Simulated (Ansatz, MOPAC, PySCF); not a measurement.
Bond stretch in AsH, triplet.

Levels: UKS-B3LYP/6-31G* = unrestricted B3LYP/6-31G*, spherical d run with PySCF; PM6, unrestricted, heats of formation (MOPAC); UCCSDT(Q) = CCSDT(Q) on UHF/cc-pVTZ, cores with 3d frozen (Ansatz, a program for electronic structure); UKS-B3LYP/3-21G = unrestricted B3LYP/3-21G (PySCF 2.14.0).

Energies are in kcal/mol, each relative to the lowest point of its own curve near equilibrium.

| R / Å | UKS-B3LYP/6-31G* | PM6 | UCCSDT(Q) | UKS-B3LYP/3-21G |
|---|---|---|---|---|
| 1.15 | 59.0 | 43.2 | 56.7 | 55.4 |
| 1.22 | 35.2 | 26.0 | 33.3 | 33.2 |
| 1.30 | 17.4 | (withheld) | 16.1 | 16.7 |
| 1.37 | 7.9 | 5.2 | 7.0 | 7.8 |
| 1.46 | 1.6 | 0.6 | 1.3 | 1.7 |
| 1.48 | 0.9 | 0.2 | 0.7 | 1.0 |
| 1.53 | 0.0 | 0.0 | 0.0 | 0.0 |
| 1.60 | 0.5 | 1.5 | (withheld) | 0.1 |
| 1.61 | 0.7 | 1.9 | 0.9 | 0.3 |
| 1.69 | 3.2 | 6.0 | 3.6 | 2.3 |
| 1.78 | 7.4 | 12.5 | 8.0 | 5.9 |
| 1.90 | 14.6 | 23.2 | 15.0 | 12.3 |
| 2.08 | 26.5 | 39.7 | 26.2 | 23.5 |
| 2.32 | 41.6 | 62.2 | 39.8 | 38.3 |
| 2.52 | 51.3 | (withheld) | 48.6 | 48.1 |
| 2.74 | 58.3 | 75.5 | 55.2 | 55.5 |
| 3.02 | 63.4 | (withheld) | 60.0 | 61.0 |
| 3.42 | 66.6 | (withheld) | 62.7 | 64.6 |
| 3.79 | 67.9 | (withheld) | 63.5 | 66.0 |
| 4.14 | 68.4 | 80.2 | 63.7 | 66.6 |
| 4.58 | 68.6 | 80.2 | 63.8 | 66.9 |
| 5.30 | 68.8 | 80.3 | 63.9 | 67.0 |
| 6.25 | 68.8 | 80.3 | 63.9 | 67.0 |

### Question
What belongs in the gaps?

### Answer

- 1.30, PM6: 12.6
- 1.60, UCCSDT(Q): 0.7
- 2.52, PM6: 70.6
- 3.02, PM6: 78.4
- 3.42, PM6: 79.8
- 3.79, PM6: 80.1

The unrestricted determinant behind UKS-B3LYP/6-31G*, UKS-B3LYP/3-21G is spin-contaminated at 2.32 to 6.25 Å (<S²> up to 3.0, against 2.00 for a pure triplet). The unrestricted determinant behind UCCSDT(Q) is spin-contaminated at 2.08 to 6.25 Å (<S²> up to 3.0, against 2.00 for a pure triplet).
